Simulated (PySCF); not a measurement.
# How methods differ on the ionisation energy of Se²⁰⁺

Se²⁰⁺ [Ne] 3s2 3p2 (3P) → Se²¹⁺ [Ne] 3s2 3p1 (2P), as a difference of total energies. All numbers are calculated (PySCF 2.14, no relativity, point nucleus, in an uncontracted even-tempered set (17 s from 1.9 bohr⁻², ratio 2.5; 11 p from 2.4 bohr⁻², ratio 2.5; 5 d from 11 bohr⁻², ratio 2.7; 4 f from 17 bohr⁻², ratio 2.7)). Correlated levels: outer shells: 1s2 frozen; virtual orbitals above 40 to 60 times the deepest correlated orbital energy dropped. The calculations carry no spin-orbit coupling.

```json
{"method": "UHF", "ionisation energy (eV)": "836.30"}
{"method": "MP2 (outer shells)", "ionisation energy (eV)": "836.84"}
{"method": "SCS-MP2 (outer shells)", "ionisation energy (eV)": "836.65"}
{"method": "CCSD (outer shells)", "ionisation energy (eV)": "836.72"}
{"method": "CCSD(T) (outer shells)", "ionisation energy (eV)": "836.72"}
```

Problem. How much does correlation contribute at CCSD(T) (outer shells)?

Solution. 836.72 − (836.30) = 0.42 eV, measured against UHF.

Spin-orbit coupling is strong in these open shells (close to jj coupling). The scalar numbers leave it out and a first-order estimate fails, so it can dominate the gap to the real levels.

The gap to the reference is mostly relativistic.

For comparison: 845.8 ± 2 eV (semi-empirical (NIST evaluation); NIST Atomic Spectra Database, ionization energies).
